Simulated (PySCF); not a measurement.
BeF$_{2}$ (SMILES [F][Be][F]), singlet, geometry from GFN2-xTB (such geometries of metal compounds can be far from the true shape); PySCF with TPSS/6-311G**.

Input for PySCF:
```python
from pyscf import gto, scf, dft

mol = gto.Mole()
mol.atom = '''
    Be    0.00000000    0.00000000    0.00000000
    F    -0.00000000   -0.00000000   -1.36953917
    F     0.00000000    0.00000000    1.36953917
'''
mol.basis = '6-311g**'
mol.verbose = 4
mol.build()

mf = dft.RKS(mol)
mf.xc = 'tpss'
mf.level_shift = 0.3
mf.max_cycle = 100
mf.kernel()
mf.analyze()
```

What the program printed (banner, timings and long lists left out):

```
PySCF version 2.14.0

[INPUT] verbose = 4
[INPUT] num. atoms = 3
[INPUT] num. electrons = 22
[INPUT] charge = 0
[INPUT] spin (= nelec alpha-beta = 2S) = 0
[INPUT] symmetry False subgroup None
[INPUT] Mole.unit = angstrom
[INPUT] Symbol           X                Y                Z      unit          X                Y                Z       unit  Magmom
[...]
nuclear repulsion = 43.4689547641781
number of shells = 24
number of NR pGTOs = 93
number of NR cGTOs = 54
basis = 6-311g**
ecp = {}

******** <class 'pyscf.dft.rks.RKS'> ********
method = RKS
initial guess = minao
damping factor = 0
level_shift factor = 0.3
DIIS = <class 'pyscf.scf.diis.CDIIS'>
diis_start_cycle = 1
diis_space = 8
diis_damp = 0
SCF conv_tol = 1e-09
SCF conv_tol_grad = None
SCF max_cycles = 100
direct_scf = True
direct_scf_tol = 1e-13
XC library pyscf.dft.libxc version 7.1.2
    S. Lehtola, C. Steigemann, M. J. T. Oliveira, and M. A. L. Marques,  SoftwareX 7, 1–5 (2018)
XC functionals = tpss
    J. Tao, J. P. Perdew, V. N. Staroverov, and G. E. Scuseria,  Phys. Rev. Lett. 91, 146401 (2003)
    J. P. Perdew, J. Tao, V. N. Staroverov, and G. E. Scuseria,  J. Chem. Phys. 120, 6898 (2004)
    J. Tao, J. P. Perdew, V. N. Staroverov, and G. E. Scuseria,  Phys. Rev. Lett. 91, 146401 (2003)
    J. P. Perdew, J. Tao, V. N. Staroverov, and G. E. Scuseria,  J. Chem. Phys. 120, 6898 (2004)
radial grids:
    Treutler-Ahlrichs [JCP 102, 346 (1995); DOI:10.1063/1.469408] (M4) radial grids

becke partition: Becke, JCP 88, 2547 (1988); DOI:10.1063/1.454033
pruning grids: <function nwchem_prune>
grids dens level: 3
symmetrized grids: False
atomic radii adjust function: <function treutler_atomic_radii_adjust>
small_rho_cutoff = 0
Set gradient conv threshold to 3.16228e-05
Initial guess from minao.
tot grids = 42248
init E= -214.687374866391
[...]
cycle= 1 E= -214.533240738728  delta_E= 0.154  |g|= 0.846  |ddm|= 1.71
[...]
cycle= 2 E= -214.525562128176  delta_E= 0.00768  |g|= 1.05  |ddm|= 0.782
[...]
cycle= 3 E= -214.654670259579  delta_E= -0.129  |g|= 0.261  |ddm|= 0.316
[...]
cycle= 4 E= -214.665654408358  delta_E= -0.011  |g|= 0.0402  |ddm|= 0.114
[...]
cycle= 5 E= -214.666102232871  delta_E= -0.000448  |g|= 0.00644  |ddm|= 0.0219
[...]
cycle= 6 E= -214.666134306106  delta_E= -3.21e-05  |g|= 0.00307  |ddm|= 0.00886
[...]
cycle= 7 E= -214.666139945125  delta_E= -5.64e-06  |g|= 0.00152  |ddm|= 0.00374
[...]
cycle= 8 E= -214.666141037468  delta_E= -1.09e-06  |g|= 0.00071  |ddm|= 0.00159
[...]
cycle= 9 E= -214.666141253851  delta_E= -2.16e-07  |g|= 0.000318  |ddm|= 0.000701
[...]
cycle= 10 E= -214.666141295226  delta_E= -4.14e-08  |g|= 0.000143  |ddm|= 0.000314
[...]
cycle= 11 E= -214.666141303389  delta_E= -8.16e-09  |g|= 6.25e-05  |ddm|= 0.00014
[...]
cycle= 12 E= -214.66614130497  delta_E= -1.58e-09  |g|= 2.72e-05  |ddm|= 6.25e-05
[...]
cycle= 13 E= -214.666141305275  delta_E= -3.05e-10  |g|= 1.2e-05  |ddm|= 2.78e-05
[...]
Extra cycle  E= -214.666141305254  delta_E= 2.06e-11  |g|= 2.52e-05  |ddm|= 2.58e-05
converged SCF energy = -214.666141305254
**** SCF Summaries ****
Total Energy =                        -214.666141305254285
Nuclear Repulsion Energy =              43.468954764178100
One-electron Energy =                 -385.540642831423042
Two-electron Energy =                  127.405546761990621
Two-electron Coulomb Energy =          151.365722090329967
DFT Exchange-Correlation Energy =      -23.960175328339339
HOMO-LUMO gap [eV] =                     8.776421365850158
**** MO energy ****
[...]
 ** Mulliken pop on meta-lowdin orthogonal AOs  **
 ** Mulliken pop  **
 ** Mulliken atomic charges  **
charge of    0Be =      1.46267
charge of    1F =     -0.73133
charge of    2F =     -0.73133
Dipole moment(X, Y, Z, Debye):  0.00000, -0.00000,  0.00000
```
